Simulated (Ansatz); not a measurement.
Coupled-cluster run, `O=C[N]([AlH2])[SiH3]`.

```yaml
crystal:
  periodic: [false, false, false]
  atoms:
    - {symbol: O, position_ang: [-1.523025, 1.707008, 0.414369]}
    - {symbol: C, position_ang: [-1.112952, 0.643102, 0.820527]}
    - {symbol: N, position_ang: [-0.114593, -0.063459, 0.198983]}
    - {symbol: Al, position_ang: [0.477329, -1.653550, 0.836860]}
    - {symbol: Si, position_ang: [0.470679, 0.782800, -1.245514]}
    - {symbol: H, position_ang: [-1.527313, 0.172927, 1.731123]}
    - {symbol: H, position_ang: [-0.230960, -2.173096, 2.148809]}
    - {symbol: H, position_ang: [1.630357, -2.381917, 0.050822]}
    - {symbol: H, position_ang: [1.069575, 2.090983, -0.897001]}
    - {symbol: H, position_ang: [-0.602678, 0.930506, -2.254223]}
    - {symbol: H, position_ang: [1.528981, -0.112304, -1.784056]}
basis:
  gaussian: {orbitals: def2-TZVPP}
correlation: {method: ccsd_t}
```

```sh
$ ansatz run in.yaml --threads 4 --pin off --events-out ev --progress --plain --max-ram 10444MiB
```

Log, shortened:

```
Functional definition: HF
1541 factors; integrals over basis functions are off by at most 9.4e-4 eV
mean field evaluation 1: about -19088.4916 eV, gradient 4.4e1 eV
mean field evaluation 2: about -19088.7675 eV, gradient 4.4e1 eV
mean field evaluation 4: about -19093.2446 eV, gradient 4.5e0 eV
mean field evaluation 8: about -19093.3375 eV, gradient 5.2e-1 eV
mean field evaluation 16: about -19093.3396 eV, gradient 2.1e-6 eV
mean field -19093.33956611 eV, -701.6672871243 hartree, gradient 2.1e-6 eV, S^2 0.000000; 0 other end points of the search recorded, 0 dependent functions left out
13 core orbitals not correlated: weight in the atoms' cores, before any rotation towards them, 1.000 or more for the frozen orbitals, at most 0.000 for the correlated occupied ones
reference -19093.33956611 eV, -701.6672871243 hartree; 14, 14 occupied and 234, 234 virtual orbitals, 1541 factors
second order -21.73769033 eV of doubles, -0.00000000 eV of singles
cycle   1  -21.97397120 eV  change   -2.4e-1 eV  update   1.3e-1
cycle   2  -22.65137639 eV  change   -6.8e-1 eV  update   4.0e-2
cycle   3  -22.83127960 eV  change   -1.8e-1 eV  update   2.2e-2
cycle   4  -22.81354883 eV  change    1.8e-2 eV  update   5.7e-3
cycle   5  -22.80971851 eV  change    3.8e-3 eV  update   3.0e-3
cycle   6  -22.81128847 eV  change   -1.6e-3 eV  update   9.1e-4
cycle   7  -22.81108305 eV  change    2.1e-4 eV  update   3.6e-4
cycle   8  -22.81089930 eV  change    1.8e-4 eV  update   1.4e-4
cycle   9  -22.81092808 eV  change   -2.9e-5 eV  update   5.7e-5
cycle  10  -22.81097817 eV  change   -5.0e-5 eV  update   2.4e-5
cycle  11  -22.81094479 eV  change    3.3e-5 eV  update   1.1e-5
perturbative correction -0.94548173 eV, -0.0347458129 hartree
Total energy: -19117.09599263 eV, -702.5403196962 hartree
```

Hardware: 4 threads of an Arm Neoverse V1 on a shared host. Wall time 2.5 min, peak host memory 5.9 GiB.

MP2 recovers 91.5 % of the CCSD(T) correlation energy and the triples give 4.0 %; T1 = 0.0155.
